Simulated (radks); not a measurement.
Species: Pt I. Configuration: [Xe] 4f14 5d9 6s0.75 7s0.25 (fractional occupations, a model configuration). Method: Dirac Kohn-Sham, exchange-only LDA, spin-unpolarised, spherical densities, point nucleus; open shells are shared between the two j in proportion to 2j + 1; computed with a radial shooting solver on a logarithmic mesh with Libxc functionals.

Spin-orbit splittings of the eigenvalues, e(l+1/2) - e(l-1/2), with zeta = 2 splitting/(2l+1) and mean radii in bohr:

shell  occ.  splitting (eV)  zeta (eV)  <r> j=l-1/2  <r> j=l+1/2
2p        6            1727       1152      0.05908      0.06751
3p        6           379.6      253.1       0.1769       0.1924
3d       10           81.87      32.75       0.1677       0.1724
4p        6           90.65      60.43       0.4180       0.4522
4d       10           16.85      6.741       0.4620       0.4733
4f       14           3.454     0.9870       0.5129       0.5203
5p        6           15.08      10.06        1.034        1.136
5d        9               ?          ?        1.651        1.742
6p        0          0.5095     0.3397        4.437        5.486

Estimate the 5d splitting.

Answer. 1.333 eV (zeta = 0.5334 eV).
